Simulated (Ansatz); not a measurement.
Ansatz (a program for electronic structure) input (B3LYP/3-21G): The .json file is the Basis Set Exchange's 3-21G.

Ansatz 0.2 input:
```yaml
crystal:
  periodic: [false, false, false]
  atoms:
    - {symbol: O, position_ang: [-0.00000000, -0.00000000, -1.13481261]}
    - {symbol: C, position_ang: [0.00000000, 0.00000000, 0.04054995]}
    - {symbol: N, position_ang: [0.00000000, 0.00000000, 1.26217160]}
basis:
  gaussian:
    orbitals: 3-21G.json
hamiltonian:
  xc: {name: B3LYP}
total_charge: -1
```

Output:

```
WARN ansatz: RAYON_NUM_THREADS=1 ignored (pool sized by the plan → 1); use --threads N
Functional definition: B3LYP
integrals: 0.00 GiB planned
345 factors; integrals over basis functions are off by at most 2.9e-4 eV
mean field: 0.06 GiB planned
mean field evaluation 1: about -4544.2554 eV, gradient 4.1e1 eV
mean field evaluation 2: about -4518.0247 eV, gradient 1.1e2 eV
mean field evaluation 4: about -4548.0852 eV, gradient 5.8e0 eV
mean field evaluation 8: about -4548.1403 eV, gradient 1.8e-1 eV
mean field -4548.14041195 eV, -167.1410772988 hartree, gradient 1.1e-5 eV, S^2 0.000000; 0 other end points of the search recorded, 0 dependent functions left out
reference -4548.14051604 eV, -167.1410811241 hartree; 11, 11 occupied and 16, 16 virtual orbitals, 345 factors
Total energy: -4548.14051604 eV, -167.1410811241 hartree
```

The dipole moment of an ion depends on the origin.
